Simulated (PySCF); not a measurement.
**Telling isomers of C$_{5}$H$_{3}$F$_{3}$O apart by NMR**

Fast rotation and ring inversion assumed for equivalent nuclei, in vacuum, no relativistic terms, one conformer. GIAO PBE0/pcSseg-1 shieldings; structure optimised with GFN2-xTB; PySCF.

Chemical shifts δ = σref − σ; ¹H and ¹³C against TMS, all at this level. Splittings of carbon signals by F and P are missing where no couplings were computed. Where no couplings were computed, multiplicities follow the n + 1 count of equivalent neighbours, and m marks all less simple cases (inequivalent or close neighbours, rings, F or P nearby). Shifts are as computed. Against solution values, carbons near 30 ppm lie about +3 ppm off and those near 130 ppm about +5 ppm. Of 1309 compounds with measured shifts, 239 miss one by over three times the rms of a fit or turn the order of signals round; such compounds aren't used in these exercises.

(1) Tabulate the signals of `C#CC(=C)OC(F)(F)F`, `O=CC#CCC(F)(F)F` and their relative energies.

(2) What is the quickest way to tell C#CC(=C)OC(F)(F)F from O=CC#CCC(F)(F)F?

## Answers

(1) 
```tsv
SMILES	carbon types	δC	δH	E rel. (kcal/mol)
C#CC(=C)OC(F)(F)F	3×C 1×CH 1×CH2	144.1, 129.4, 116.4, 96.3, 78.0	5.66 (m, 1H), 5.61 (m, 1H), 3.10 (s, 1H)	15.2
O=CC#CCC(F)(F)F	3×C 1×CH 1×CH2	180.0, 133.4, 93.6, 90.5, 29.8	9.49 (s, 1H), 3.29 (m, 2H)	0.0
```

Energies are electronic energies at PBE0/pcSseg-1 on these geometries, without zero-point or thermal terms, each for the one conformer computed, which needn't be the lowest.

(2) Both give the same number of carbon signals, with the same numbers of each carbon type, so the positions decide. The first has a β carbon of an enol-ether or enamine type C=C (CH2) at 116.4 ppm, the second an aldehyde carbonyl carbon (CH) at 180.0 ppm. Their most deshielded carbons lie at 144.1 and 180.0 ppm. In the proton spectra the most deshielded non-exchanging signals are 5.66 (m, 1H) and 9.49 (s, 1H).
